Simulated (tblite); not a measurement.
CH2Cl6Si2, charge -1, doublet, geometry from GFN2-xTB (a state made from the parent by changing its charge; the spin is typed, not shown lowest); GFN1-xTB in tblite.

tblite was given this input:
```
$ tblite run mol.xyz --method gfn1 --charge -1 --spin 1 --guess eeq --json tblite.json --no-restart

# file mol.xyz
11

Cl     3.08799008    -0.39677225    -1.26569421
Si     1.47398113     0.29321702    -0.19461162
Cl     2.17933231     0.66766398     1.66884890
Cl     0.97661910     2.06905610    -1.02181231
C      0.10544345    -0.99510331    -0.21573527
Si    -1.63560367    -0.25343323     0.20330251
Cl    -2.05187644     0.25737694    -1.98728099
Cl    -1.20310332    -0.20377725     2.43948372
Cl    -2.91612256    -1.88424425     0.27626352
H      0.33616261    -1.78103735     0.50587682
H      0.05562643    -1.46347131    -1.19988467
```

The log (banner, timings and long lists left out):

```
xTB calculator
 | screened Coulomb repulsion
 | Coulomb electrostatics
 |  * isotropic Klopman-Ohno-Mataga-Nishimoto electrostatics
 |  * onsite third-order electrostatics
 | DFT-D3(BJ) dispersion correction

halogen bonding energy    0.0000000000000E+00 Eh
repulsion energy          1.0620134632447E-01 Eh
dispersion energy        -1.0269287879210E-02 Eh
number of electrons       5.7000000000000E+01 e
integral cutoff           2.8146159136829E+01 bohr

------------------------------------------------------------
  cycle        total energy    energy error   density error
------------------------------------------------------------
      1     -32.98773898465  -3.3083671E+01   4.6348994E-01
      2     -32.99960478072  -1.1865796E-02   2.7648974E-01
      3     -32.99778281467   1.8219660E-03   3.0791259E-02
      4     -33.00093845632  -3.1556416E-03   7.1423624E-03
      5     -33.00096568907  -2.7232748E-05   3.5541651E-03
      6     -33.00099291506  -2.7225995E-05   1.3529318E-03
      7     -33.00099816817  -5.2531075E-06   3.9453769E-04
      8     -33.00099829077  -1.2260649E-07   4.7563406E-05
      9     -33.00099829825  -7.4736448E-09   1.3910656E-05
------------------------------------------------------------

electronic energy        -3.3096930356693E+01 Eh
total energy             -3.3000998298248E+01 Eh

Post processing:
 | Mayer-Wiberg bond orders

[Info] JSON dump of results written to 'tblite.json'
```
